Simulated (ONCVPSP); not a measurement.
Reading a pseudo-wave (Ru (Z = 44))

Columns: radius, all-electron u(r) and pseudo u(r) of the 4d shell (level -12.72 eV) of ruthenium in the configuration [Ar] 3d10 4s2 4p6 4d7; PBE, non-relativistic, ONCV scheme, ONCVPSP 4.0.1.

```
r (bohr)  all-electron  pseudo
   0.110       -0.1902  0.0029
   0.220       -0.3933  0.0221
   0.330       -0.3266  0.0698
   0.440       -0.1011  0.1511
   0.550        0.1603  0.2630
   0.660        0.3932  0.3950
   0.770        0.5745  0.5323
   0.880        0.7012  0.6588
   0.990        0.7794  0.7610
   1.100        0.8187  0.8302
   1.210        0.8290  0.8641
   1.320        0.8188  0.8655
   1.430        0.7950  0.8416
   1.540        0.7624  0.8008
   1.650        0.7245  0.7514
   1.760        0.6840  0.6998
   1.870        0.6424  0.6498
   1.980        0.6010  0.6035
   2.090        0.5606  0.5610
   2.200        0.5216  0.5216
   2.310        0.4843  0.4843
   2.420        0.4490  0.4490
   2.530        0.4157  0.4157
   2.640        0.3843  0.3843
   2.750        0.3550  0.3550
   2.860        0.3277  0.3277
```

(1) How many radial nodes do the two functions have?

(2) At about which radius was the pseudo-wave matched?

(3) Is the pseudo-wave norm-conserving?

Results:

(1) The all-electron 4d function has n − l − 1 = 1; the pseudo-wave has 0, since the states of the same l below it are removed with the core.

(2) 2.20 bohr. The columns agree to 0.0005 from 2.09 bohr on; several derivatives are matched, so the curves merge somewhat inside the radius.

(3) Yes: the ONCV scheme keeps the norm inside the radius equal to the all-electron one, which fixes the energy derivative of the logarithmic derivative at the level.
